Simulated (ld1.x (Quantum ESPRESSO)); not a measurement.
## u(r) = r·R(r): atom against pseudo-atom (sulfur (S))

Columns: radius, all-electron u(r) and pseudo u(r) of the 3s shell (level -17.08 eV) of sulfur in the configuration [Ne] 3s2 3p4; PBEsol, non-relativistic, PAW scheme, ld1.x (Quantum ESPRESSO) 7.5.

```tsv
r (bohr)	all-electron	pseudo
0.098	0.1167	0.0756
0.195	-0.2257	0.1506
0.292	-0.3968	0.2258
0.390	-0.3736	0.3019
0.488	-0.2307	0.3777
0.585	-0.0385	0.4517
0.682	0.1609	0.5235
0.780	0.3455	0.5926
0.878	0.5015	0.6564
0.975	0.6245	0.7128
1.072	0.7168	0.7606
1.170	0.7811	0.7986
1.268	0.8200	0.8248
1.365	0.8374	0.8380
1.463	0.8378	0.8378
1.560	0.8249	0.8249
1.658	0.8015	0.8015
1.755	0.7710	0.7710
1.852	0.7353	0.7353
1.950	0.6958	0.6958
2.047	0.6549	0.6549
2.145	0.6129	0.6129
2.242	0.5714	0.5714
2.340	0.5303	0.5303
2.438	0.4905	0.4905
2.535	0.4528	0.4528
```

(1) How many radial nodes do the two functions have?

(2) At about which radius was the pseudo-wave matched?

(3) Where does each function peak?

(4) Is the pseudo-wave norm-conserving?

Answers

(1) The all-electron 3s function has n − l − 1 = 2; the pseudo-wave has 0, since the states of the same l below it are removed with the core.

(2) 1.45 bohr, where the columns begin to agree (steps of 0.10 bohr).

(3) Outermost all-electron maximum near 1.46 bohr, pseudo maximum near 1.36 bohr (to the table’s step).

(4) No, it belongs to a PAW set: the norm inside the radius is not constrained, and the difference is carried by the augmentation charge.
